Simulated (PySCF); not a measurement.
Spectrum to structure. Method used: PySCF, TDDFT CAM-B3LYP/def2-SVPD, vertical, gas phase, core orbitals frozen in the response. Geometries: GFN2-xTB, one conformer each.

```json
{"state": "S1", "ν̃ (cm⁻¹)": "40070", "f": "0.096", "main configurations (H = HOMO, L = LUMO)": "H→L (93%)"}
{"state": "S2", "ν̃ (cm⁻¹)": "42440", "f": "0.047", "main configurations (H = HOMO, L = LUMO)": "H-1→L (82%), H→L+3 (15%)"}
{"state": "S3", "ν̃ (cm⁻¹)": "43320", "f": "0.0086", "main configurations (H = HOMO, L = LUMO)": "H-2→L (97%)"}
{"state": "S4", "ν̃ (cm⁻¹)": "45630", "f": "0.0010", "main configurations (H = HOMO, L = LUMO)": "H→L+1 (60%), H→L+2 (23%)"}
{"state": "S5", "ν̃ (cm⁻¹)": "50680", "f": "0.284", "main configurations (H = HOMO, L = LUMO)": "H→L+3 (77%), H-1→L (13%)"}
{"state": "S6", "ν̃ (cm⁻¹)": "50760", "f": "0.0017", "main configurations (H = HOMO, L = LUMO)": "H-1→L+1 (60%), H-1→L+2 (22%)"}
{"state": "S7", "ν̃ (cm⁻¹)": "51780", "f": "0.0020", "main configurations (H = HOMO, L = LUMO)": "H→L+2 (67%), H→L+1 (15%), H→L+7 (12%)"}
{"state": "S8", "ν̃ (cm⁻¹)": "55040", "f": "0.075", "main configurations (H = HOMO, L = LUMO)": "H-1→L+3 (75%), H-2→L+1 (10%)"}
```

Orbital energies (eV): HOMO-3 -11.00, HOMO-2 -9.13, HOMO-1 -8.56, HOMO -7.87, LUMO -0.16, LUMO+1 0.99, LUMO+2 1.20.

**Question.** Which structure fits? All have the formula C6H9PS.
A. `C=CC1=C[P@@H](=S)CC1`
B. `C#CP1CCSCC1`
C. `C1(C=C([P@H](C=1)=S)C)C`
D. `CC(C)C1=CP=CS1`

**Answer.** D. Its S1 lies at 4.97 eV; the nearest of the others has S1 at 5.37 eV. S1 is HOMO→LUMO (93%). Löwdin shares by element: HOMO carbon 42% or more, phosphorus 28%, sulfur 15%; LUMO carbon 36% or more, phosphorus 30%, sulfur 22%. At the same level the other candidates give, for their lowest levels:
- `CC1=C[P@H](=S)C(C)=C1`: 3.80 eV (f 0.002); 4.02 eV (f 0.016); 4.53 eV (f 0.055); 5.90 eV (f 0.001); 6.01 eV (f 0.003); T1 2.66 eV; HOMO -7.73, LUMO -0.82 eV
- `C=CC1=C[P@@H](=S)CC1`: 4.52 eV (f 0.057); 4.63 eV (f 0.003); 5.55 eV (f 0.684); 5.78 eV (f 0.009); 5.89 eV (f 0.015); T1 3.15 eV; HOMO -7.73, LUMO -0.69 eV
- `C#CP1CCSCC1`: 5.37 eV (f 0.006); 5.45 eV (f 0.004); 5.88 eV (f 0.057); 6.14 eV (f 0.026); 6.44 eV (f 0.000); T1 4.80 eV; HOMO -7.60, LUMO 1.00 eV

Conformer computed: `[CH3:1][CH:2]([CH3:3])[c:4]1[cH:5][p:6][cH:7][s:8]1`: C1–C2–C4–C5 62°.
Triplets come from the Tamm–Dancoff approximation.
